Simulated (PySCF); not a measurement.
## Steps of a relaxation of [Pb(OH)2]2+

[Pb(OH)2]2+ (singlet). PySCF 2.14.0, RKS PBE0, Pb def2-SVP with ECP60, O def2-SVP, H def2-SVP; non-relativistic Hamiltonian with scalar-relativistic core potentials where named; density fitting; no spin-orbit coupling. Origin of the start: template. Columns: position (Å) and force (eV/Å). Energies are counted from the last step; some of the 15 steps are shown. Forces carry noise of the integration grid, about 0.01 to 0.03 eV/Å.

Run from Python with OMP_NUM_THREADS=2. Where DIIS fails, smearing, a level shift and second-order steps follow.
It took 25 s on 2 threads of Arm Neoverse V1, on a shared host, from the converged density of the start.

```xyz
5
step 0  E = 1.553 eV
Pb    0.0000    0.0000   -0.1106     0.00    0.00   -1.67
O     1.7510    0.0000    0.6730    -1.31    0.56    2.32
H     2.7106   -0.0906    0.7321     1.71   -0.42   -1.48
O    -1.7510    0.0000    0.6730     1.31   -0.56    2.32
H    -2.7106    0.0906    0.7321    -1.71    0.42   -1.48
```

```xyz
5
step 5  E = 0.344 eV
Pb    0.0000    0.0000   -0.0518     0.00    0.00    0.42
O     1.8103    0.0857    0.8758     0.09    0.05    0.16
H     2.7070   -0.1440    0.4999    -0.23   -0.02   -0.37
O    -1.8103   -0.0857    0.8758    -0.09   -0.05    0.16
H    -2.7070    0.1440    0.4999     0.23    0.02   -0.37
```

```xyz
5
step 9  E = 0.046 eV
Pb    0.0000    0.0000    0.3979     0.00    0.00    0.28
O     1.9412    0.1116    0.9250     0.49   -0.23   -0.67
H     2.6333   -0.1515    0.2258    -0.64    0.23    0.53
O    -1.9412   -0.1116    0.9250    -0.49    0.23   -0.67
H    -2.6333    0.1515    0.2258     0.64   -0.23    0.53
```

**Question.** Where does the relaxation end?

**Answer.** It converges at step 14 in C2:
```xyz
5
step 14  E = 0
Pb    0.0000    0.0000    0.5417
O     1.9616    0.0939    0.9241
H     2.5539   -0.1331    0.1548
O    -1.9616   -0.0939    0.9241
H    -2.5539    0.1331    0.1548
```

**Question.** How did the contacts change?

**Answer.** 
| contact | start (Å) | end (Å) |
| --- | --- | --- |
| Pb1–O2 (OH) | 1.918 | 2.001 |
| Pb1–O4 (OH) | 1.918 | 2.001 |
